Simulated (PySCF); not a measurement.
**Atomic charges against the basis set**

Species: C6H11Cl.
Cartesian coordinates in Å at the PBE0-D3(BJ)/def2-SVP level; atoms count from 1:
```
atom  x, y, z in Å
Cl1    3.249   -0.436    2.008
C2     2.779   -0.112    0.285
C3     1.980   -1.289   -0.257
C4     0.600   -1.396    0.383
C5    -0.172   -0.085    0.263
C6     0.620    1.083    0.843
C7     2.000    1.192    0.204
H8     3.739   -0.022   -0.243
H9     2.553   -2.219   -0.125
H10    1.874   -1.130   -1.345
H11    0.724   -1.654    1.448
H12    0.038   -2.222   -0.079
H13   -1.149   -0.170    0.764
H14   -0.387    0.114   -0.803
H15    0.744    0.941    1.929
H16    0.071    2.029    0.709
H17    2.587    2.004    0.659
H18    1.894    1.437   -0.869
```

PBE0 throughout (PySCF), one geometry, spherical d and f functions. The structure is a single PBE0-D3(BJ)/def2-SVP conformer in the gas phase; no vibrational or solvent corrections. Atoms taken as equivalent share a column and are averaged. The first 7 of 12 kinds of atom are listed.

Mulliken charges (e):

```json
{"basis": "STO-3G", "functions": "50", "Cl1": "-0.186", "C2": "-0.024", "C3/C7": "-0.141", "C4/C6": "-0.144", "C5": "-0.142", "H8": "+0.106", "H9/H17": "+0.090"}
{"basis": "pcSseg-0", "functions": "89", "Cl1": "-0.015", "C2": "-0.561", "C3/C7": "-0.402", "C4/C6": "-0.476", "C5": "-0.479", "H8": "+0.307", "H9/H17": "+0.259"}
{"basis": "6-31G", "functions": "89", "Cl1": "-0.014", "C2": "-0.400", "C3/C7": "-0.298", "C4/C6": "-0.316", "C5": "-0.315", "H8": "+0.224", "H9/H17": "+0.186"}
{"basis": "6-31G*", "functions": "124", "Cl1": "-0.090", "C2": "-0.268", "C3/C7": "-0.324", "C4/C6": "-0.330", "C5": "-0.327", "H8": "+0.217", "H9/H17": "+0.191"}
{"basis": "cc-pVDZ", "functions": "157", "Cl1": "-0.129", "C2": "-0.175", "C3/C7": "+0.006", "C4/C6": "-0.052", "C5": "-0.059", "H8": "+0.068", "H9/H17": "+0.044"}
{"basis": "def2-SVP", "functions": "157", "Cl1": "-0.159", "C2": "-0.171", "C3/C7": "+0.009", "C4/C6": "-0.051", "C5": "-0.066", "H8": "+0.080", "H9/H17": "+0.050"}
{"basis": "pcSseg-1", "functions": "181", "Cl1": "-0.140", "C2": "-0.282", "C3/C7": "-0.163", "C4/C6": "-0.221", "C5": "-0.233", "H8": "+0.159", "H9/H17": "+0.138"}
{"basis": "6-311+G(2d,p)", "functions": "263", "Cl1": "-0.342", "C2": "+0.574", "C3/C7": "-0.435", "C4/C6": "-0.286", "C5": "-0.397", "H8": "+0.140", "H9/H17": "+0.148"}
{"basis": "aug-cc-pVDZ", "functions": "264", "Cl1": "-0.163", "C2": "-0.326", "C3/C7": "+0.771", "C4/C6": "+0.607", "C5": "+0.562", "H8": "-0.314", "H9/H17": "-0.271"}
{"basis": "def2-TZVP", "functions": "289", "Cl1": "-0.199", "C2": "+0.018", "C3/C7": "-0.208", "C4/C6": "-0.218", "C5": "-0.196", "H8": "+0.128", "H9/H17": "+0.123"}
```

IAO charges (e):

```
        basis  functions     Cl1      C2   C3/C7   C4/C6      C5      H8  H9/H17
       STO-3G         50  -0.110  -0.118  -0.257  -0.256  -0.256  +0.149  +0.144
     pcSseg-0         89  -0.142  -0.108  -0.269  -0.272  -0.269  +0.167  +0.153
        6-31G         89  -0.156  -0.090  -0.267  -0.267  -0.263  +0.164  +0.151
       6-31G*        124  -0.153  -0.075  -0.256  -0.254  -0.250  +0.154  +0.144
      cc-pVDZ        157  -0.153  -0.070  -0.256  -0.254  -0.250  +0.154  +0.144
     def2-SVP        157  -0.146  -0.070  -0.251  -0.249  -0.245  +0.150  +0.140
     pcSseg-1        181  -0.153  -0.075  -0.257  -0.255  -0.252  +0.155  +0.144
6-311+G(2d,p)        263  -0.154  -0.074  -0.262  -0.261  -0.257  +0.158  +0.147
  aug-cc-pVDZ        264  -0.159  -0.069  -0.261  -0.260  -0.256  +0.157  +0.147
    def2-TZVP        289  -0.151  -0.074  -0.262  -0.261  -0.257  +0.157  +0.147
```

Hirshfeld charges (e):

| basis | functions | Cl1 | C2 | C3/C7 | C4/C6 | C5 | H8 | H9/H17 |
| --- | --- | --- | --- | --- | --- | --- | --- | --- |
| STO-3G | 50 | -0.212 | +0.103 | -0.012 | -0.015 | -0.016 | +0.028 | +0.020 |
| pcSseg-0 | 89 | -0.083 | +0.033 | -0.062 | -0.058 | -0.054 | +0.038 | +0.034 |
| 6-31G | 89 | -0.113 | +0.032 | -0.060 | -0.058 | -0.055 | +0.043 | +0.037 |
| 6-31G* | 124 | -0.116 | +0.032 | -0.060 | -0.059 | -0.057 | +0.045 | +0.038 |
| cc-pVDZ | 157 | -0.082 | +0.023 | -0.069 | -0.067 | -0.063 | +0.043 | +0.038 |
| def2-SVP | 157 | -0.066 | +0.022 | -0.073 | -0.069 | -0.065 | +0.042 | +0.037 |
| pcSseg-1 | 181 | -0.070 | +0.018 | -0.074 | -0.072 | -0.068 | +0.044 | +0.039 |
| 6-311+G(2d,p) | 263 | -0.062 | +0.003 | -0.080 | -0.077 | -0.073 | +0.047 | +0.042 |
| aug-cc-pVDZ | 264 | -0.057 | +0.004 | -0.084 | -0.081 | -0.076 | +0.048 | +0.043 |
| def2-TZVP | 289 | -0.065 | +0.008 | -0.079 | -0.077 | -0.073 | +0.047 | +0.042 |

Which scheme is steadiest as the basis changes?

Largest range over the bases for any column: IAO 0.05 e, Hirshfeld 0.16 e, Mulliken 1.21 e. IAO charges move least and Mulliken charges most, counted in e. Without the minimal STO-3G basis the ranges are IAO 0.04, Hirshfeld 0.06, Mulliken 1.21 e.

How much do the charges still move between the two largest bases, aug-cc-pVDZ and def2-TZVP?

At most, over all atoms: Mulliken 0.979 e, IAO 0.007 e, Hirshfeld 0.009 e.

What do the same runs give for the total energy, the frontier levels and the dipole moment?

| basis | energy (Eh) | HOMO (eV) | LUMO (eV) | μ (D) |
| --- | --- | --- | --- | --- |
| STO-3G | -687.2983 | -6.21 | 4.46 | 2.44 |
| pcSseg-0 | -693.9977 | -8.10 | 1.26 | 2.37 |
| 6-31G | -694.9531 | -7.99 | 1.31 | 2.43 |
| 6-31G* | -695.0232 | -7.97 | 1.23 | 2.22 |
| cc-pVDZ | -695.0626 | -7.98 | 1.22 | 2.08 |
| def2-SVP | -694.7350 | -7.95 | 1.39 | 1.93 |
| pcSseg-1 | -694.9928 | -8.13 | 0.99 | 2.19 |
| 6-311+G(2d,p) | -695.1199 | -8.10 | 0.15 | 2.19 |
| aug-cc-pVDZ | -695.0775 | -8.09 | -0.17 | 2.19 |
| def2-TZVP | -695.1372 | -8.06 | 0.92 | 2.10 |

The dipole is fixed by the density alone, so its range of 0.51 D shows that the density itself changes with the basis, not only its division among atoms.
